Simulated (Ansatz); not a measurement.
The first iterations of a band of CH4OSSi (8 atoms, charge 0, multiplicity 1).

Method: RKS r2SCAN-D4/def2-SVP (Ansatz 0.2.0).

```json
{
  "movable images": "7",
  "climbing image": "yes",
  "spring": "5.0 eV/Å²",
  "optimiser": "quadratic models (default)",
  "start path": "through a guess of the saddle point",
  "force threshold": "0.03 eV/Å",
  "iteration limit": "60",
  "end points": "relaxed"
}
```

Image 0:

```xyz
8
Properties=species:S:1:pos:R:3
O -1.131 0.432 -0.887
C -0.232 -0.173 -0.091
Si 1.046 0.687 0.885
S -0.586 -1.865 0.148
H -0.875 1.364 -0.993
H 1.603 1.701 -0.078
H 2.073 -0.354 1.208
H -1.899 -1.793 -0.193
```

Image 8:

```xyz
8
Properties=species:S:1:pos:R:3
O -1.190 0.041 -1.390
C -0.532 -0.288 -0.433
Si 0.801 0.886 0.332
S -0.718 -1.883 0.400
H 0.082 2.097 0.821
H 1.743 1.253 -0.762
H 1.518 0.211 1.452
H -1.705 -2.318 -0.419
```

| iteration | highest image above the first end (eV) | largest band force component (eV/Å) |
| --- | --- | --- |
| 1 | 2.829 | 6.165 |
| 2 | 1.946 | 3.549 |
| 3 | 1.665 | 7.532 |
| 4 | 1.500 | 1.272 |
| 5 | 1.027 | 1.118 |

Question: Does the band converge within its limit, and where does its top end?

Answer: It converged. It ended after 17 iterations with the highest image 0.935 eV above the first end. Neighbouring images differ by up to 1.6 eV, so the band resolves the path poorly. A vibrational analysis at the climbing image gives one clearly imaginary mode, 1207i cm⁻¹: a first-order saddle point. The orbitals stay closed-shell, which can raise the energy where a bond breaks towards radicals; this wasn't checked here.

Time of the run: 2.9 min on 2 threads of Intel(R) Xeon(R) Platinum 8488C (Sapphire Rapids) (shared host), peak memory 0.17 GiB.
